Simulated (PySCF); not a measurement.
Relaxation of doublet ICl₄

Computed with PySCF, UB3LYP, basis I def2-SVP with ECP28, Cl def2-SVP (scalar-relativistic core potentials, no spin–orbit coupling, density fitting). A (50,194) grid was used.

A start at or just off a symmetric point, pushed along the force that breaks its symmetry, of D2d symmetry, free to break it:

```xyz
5
charge 0 multiplicity 2, angstrom
I     0.0000    0.0000    0.0000
Cl    2.1134   -0.0001    1.4476
Cl   -2.1134   -0.0001    1.4476
Cl    0.0000    2.1135   -1.4474
Cl    0.0000   -2.1133   -1.4477
```

Question: What does it relax to?

Answer: It ends at D4h with I–Cl 2.500 Å (×4); Cl–I–Cl 90.0° (×4), Cl–I–Cl 180.0° (×2). A frequency run shows 1 imaginary mode, down to 121i cm⁻¹, so it is a saddle point.

Question: How much energy is released, and in how many steps?

Answer: 133.1 kJ/mol in 11 steps.

With an element this heavy the missing spin–orbit coupling can shift these numbers.
